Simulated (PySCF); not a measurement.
## Calculated data, AlBH5OSi, Al2BH4O, CH4Al2B, CH4AlSi and others

Computed with PySCF 2.14.0. Calculation on a computer-drawn molecule: the log of a Hartree-Fock and frozen-core CCSD(T) single point meant for a local Hartree-Fock minimum, with one planted fault or none, to be diagnosed. Offsets are logged minus clean, where the clean run is the same molecule without the fault. The reference is restricted for singlets and unrestricted otherwise, and also for a bond in bohr or an excited solution. Adding or removing an electron swaps singlet and doublet. The excited solution moves the top pair (singlet) or top alpha electron (doublet) to the lowest empty orbital. Highest occupied and lowest empty are orbital energies over both spins, largest force is the largest gradient component, triples share is (T) over the correlation energy, the T1 limit is 0.02 restricted and 0.045 unrestricted, electrons count all cores, a negative frequency is imaginary (commonest isotopes), and the dipole is about the centre of nuclear charge.

Common to all runs: meant charge 0; meant multiplicity 2; meant basis cc-pV(D+d)Z; logged SCF converged yes; possible faults no fault, one electron removed, one electron added, multiplicity raised by two, geometry at a saddle point, SCF held on an excited solution, minimal basis STO-3G, one bond length entered in bohr, all coordinates scaled.

```json
{"entry": 1, "formula": "AlBH5OSi", "logged_structure": {"atoms_angstrom": [["Al", -2.2799, 2.4391, -1.4242], ["B", -1.2477, 0.5792, -1.8644], ["O", -0.2283, 0.1756, -1.0587], ["Si", 1.6368, -2.3492, -0.9281], ["H", -1.8622, 3.8299, -2.0907], ["H", -1.5814, -0.1583, -2.7702], ["H", 1.2884, -3.2967, -2.0071], ["H", 3.0345, -1.9011, -1.0763], ["H", 1.4574, -2.9898, 0.3887]]}, "given": {"logged_electrons": 45, "logged_basis_functions": 99, "logged_spin_squared": 1.7072, "logged_highest_occupied [eV]": -8.0969, "logged_lowest_empty [eV]": 0.371, "logged_largest_force [hartree/bohr]": 0.036745, "logged_T1_diagnostic": 0.06528, "logged_D1_diagnostic": 0.37191, "logged_triples_share": 0.032951, "logged_CC_converged": "yes", "logged_dipole_magnitude [debye]": 1.9457, "logged_SCF_stable_within_its_kind": "yes", "logged_energy_HF [hartree]": -633.22039, "logged_energy_CCSD(T) [hartree]": -633.69084, "drawn_bonds_atom": [1, 2, 3, 1, 2, 4, 4, 4], "drawn_bonds_other_atom": [2, 3, 4, 5, 6, 7, 8, 9], "drawn_bonds_order": [1, 1, 1, 1, 1, 1, 1, 1]}, "results": {"planted_fault": "one bond length entered in bohr, row 3 of the drawn bonds", "HF_energy_offset_from_clean_run [kcal/mol]": 73.5, "CCSD(T)_energy_offset_from_clean_run [kcal/mol]": 75.51}, "notes": ["T1 above single-reference limit"]}
{"entry": 2, "formula": "AlBH5OSi", "logged_structure": {"atoms_angstrom": [["Al", -2.2799, 2.4391, -1.4242], ["B", -1.2477, 0.5792, -1.8644], ["O", -0.2283, 0.1756, -1.0587], ["Si", 0.7587, -1.1605, -0.9896], ["H", -1.8622, 3.8299, -2.0907], ["H", -1.5814, -0.1583, -2.7702], ["H", 0.4102, -2.1079, -2.0686], ["H", 2.1564, -0.7123, -1.1378], ["H", 0.5792, -1.801, 0.3272]]}, "given": {"logged_electrons": 45, "logged_basis_functions": 99, "logged_spin_squared": 0.9416, "logged_highest_occupied [eV]": -5.6681, "logged_lowest_empty [eV]": -0.52564, "logged_largest_force [hartree/bohr]": 0.030887, "logged_dipole_magnitude [debye]": 2.3482, "logged_SCF_stable_within_its_kind": "no", "logged_energy_HF [hartree]": -633.27594, "drawn_bonds_atom": [1, 2, 3, 1, 2, 4, 4, 4], "drawn_bonds_other_atom": [2, 3, 4, 5, 6, 7, 8, 9], "drawn_bonds_order": [1, 1, 1, 1, 1, 1, 1, 1]}, "results": {"planted_fault": "SCF held on an excited solution", "HF_energy_offset_from_clean_run [kcal/mol]": 38.65}, "notes": ["coupled-cluster numbers left out as unreliable"]}
{"entry": 3, "formula": "Al2BH4O", "logged_structure": {"atoms_angstrom": [["Al", 2.5825, -1.0859, 0.0], ["B", 0.7761, 0.1865, 0.0], ["O", -0.4496, -0.3805, 0.0], ["Al", -2.1173, -0.002, 0.0], ["H", 4.037, -0.4102, 0.0], ["H", 0.8427, 1.4038, 0.0], ["H", -3.1088, -1.2175, 0.0], ["H", -2.5627, 1.5057, 0.0]]}, "given": {"logged_electrons": 43, "logged_basis_functions": 94, "logged_spin_squared": 0.7562, "logged_highest_occupied [eV]": -7.1925, "logged_lowest_empty [eV]": 0.53627, "logged_largest_force [hartree/bohr]": 4.1926e-05, "logged_lowest_frequency [cm^-1]": -235.15, "logged_T1_diagnostic": 0.016868, "logged_D1_diagnostic": 0.047468, "logged_triples_share": 0.0251, "logged_CC_converged": "yes", "logged_dipole_magnitude [debye]": 1.9594, "logged_SCF_stable_within_its_kind": "yes", "logged_energy_HF [hartree]": -585.74195, "logged_energy_CCSD(T) [hartree]": -586.16983, "drawn_bonds_atom": [1, 2, 3, 1, 2, 4, 4], "drawn_bonds_other_atom": [2, 3, 4, 5, 6, 7, 8], "drawn_bonds_order": [1, 1, 1, 1, 1, 1, 1]}, "results": {"planted_fault": "geometry at a saddle point", "HF_energy_offset_from_clean_run [kcal/mol]": 3.471, "CCSD(T)_energy_offset_from_clean_run [kcal/mol]": 4.2}}
{"entry": 4, "formula": "CH4Al2B", "logged_structure": {"atoms_angstrom": [["Al", -1.1126, 1.4703, -1.9772], ["B", -0.3624, -0.3012, -1.0926], ["C", 0.3099, -1.3448, -0.4754], ["Al", 2.0779, -0.801, 0.0842], ["H", -2.5768, 1.4752, -2.588], ["H", -0.035, -2.3568, -0.2919], ["H", 2.5644, 0.681, -0.1925], ["H", 3.0408, -1.8213, 0.8142]]}, "given": {"logged_electrons": 42, "logged_basis_functions": 94, "logged_spin_squared": 0.0, "logged_highest_occupied [eV]": -0.93699, "logged_lowest_empty [eV]": 5.0309, "logged_largest_force [hartree/bohr]": 0.03466, "logged_T1_diagnostic": 0.023347, "logged_D1_diagnostic": 0.08099, "logged_triples_share": 0.040294, "logged_CC_converged": "yes", "logged_dipole_magnitude [debye]": 6.7091, "logged_SCF_stable_within_its_kind": "yes", "logged_energy_HF [hartree]": -548.6391, "logged_energy_CCSD(T) [hartree]": -549.05266, "drawn_bonds_atom": [1, 2, 3, 1, 3, 4, 4], "drawn_bonds_other_atom": [2, 3, 4, 5, 6, 7, 8], "drawn_bonds_order": [1, 2, 1, 1, 1, 1, 1]}, "results": {"planted_fault": "one electron added", "HF_energy_offset_from_clean_run [kcal/mol]": -1.078, "CCSD(T)_energy_offset_from_clean_run [kcal/mol]": -23.16}, "notes": ["T1 above single-reference limit"]}
{"entry": 5, "formula": "CH4AlSi", "logged_structure": {"atoms_angstrom": [["Al", 0.4007, -1.9658, 2.3611], ["C", 0.6155, -0.2204, 1.5649], ["Si", 0.786, -0.0059, -0.1198], ["H", 0.3869, -3.2212, 1.3731], ["H", 0.6337, 0.6784, 2.1792], ["H", 0.7797, -1.1306, -1.0682], ["H", 0.9541, 1.2951, -0.7964]]}, "given": {"logged_electrons": 38, "logged_basis_functions": 80, "logged_spin_squared": 0.0, "logged_highest_occupied [eV]": -0.050465, "logged_lowest_empty [eV]": 5.6692, "logged_largest_force [hartree/bohr]": 0.057403, "logged_T1_diagnostic": 0.01872, "logged_D1_diagnostic": 0.050771, "logged_triples_share": 0.039419, "logged_CC_converged": "yes", "logged_dipole_magnitude [debye]": 9.5416, "logged_SCF_stable_within_its_kind": "yes", "logged_energy_HF [hartree]": -570.93802, "logged_energy_CCSD(T) [hartree]": -571.30935, "drawn_bonds_atom": [1, 2, 1, 2, 3, 3], "drawn_bonds_other_atom": [2, 3, 4, 5, 6, 7], "drawn_bonds_order": [1, 2, 1, 1, 1, 1]}, "results": {"planted_fault": "one electron added", "HF_energy_offset_from_clean_run [kcal/mol]": 18.9, "CCSD(T)_energy_offset_from_clean_run [kcal/mol]": -4.487}}
{"entry": 6, "formula": "Al2BH5N", "logged_structure": {"atoms_angstrom": [["Al", -2.4543, -1.5975, 0.0373], ["N", -1.5532, -1.0172, 1.5039], ["B", -1.1686, 0.3202, 1.7563], ["Al", -0.0881, 0.9072, 3.5523], ["H", -2.7616, -3.1612, 0.005], ["H", -1.2978, -1.6902, 2.2067], ["H", -1.4796, 1.127, 0.9049], ["H", 0.3012, -0.1863, 4.6475], ["H", 0.3587, 2.4008, 3.8655]]}, "given": {"logged_electrons": 43, "logged_basis_functions": 99, "logged_spin_squared": 0.7544, "logged_highest_occupied [eV]": -8.4802, "logged_lowest_empty [eV]": 0.6971, "logged_largest_force [hartree/bohr]": 6.6191e-06, "logged_lowest_frequency [cm^-1]": 67.38, "logged_T1_diagnostic": 0.0155, "logged_D1_diagnostic": 0.048628, "logged_triples_share": 0.028707, "logged_CC_converged": "yes", "logged_dipole_magnitude [debye]": 1.5542, "logged_SCF_stable_within_its_kind": "yes", "logged_energy_HF [hartree]": -565.88783, "logged_energy_CCSD(T) [hartree]": -566.31192, "drawn_bonds_atom": [1, 2, 3, 1, 2, 3, 4, 4], "drawn_bonds_other_atom": [2, 3, 4, 5, 6, 7, 8, 9], "drawn_bonds_order": [1, 1, 1, 1, 1, 1, 1, 1]}, "results": {"planted_fault": "no fault", "HF_energy_offset_from_clean_run [kcal/mol]": 0.0, "CCSD(T)_energy_offset_from_clean_run [kcal/mol]": 0.0}}
```
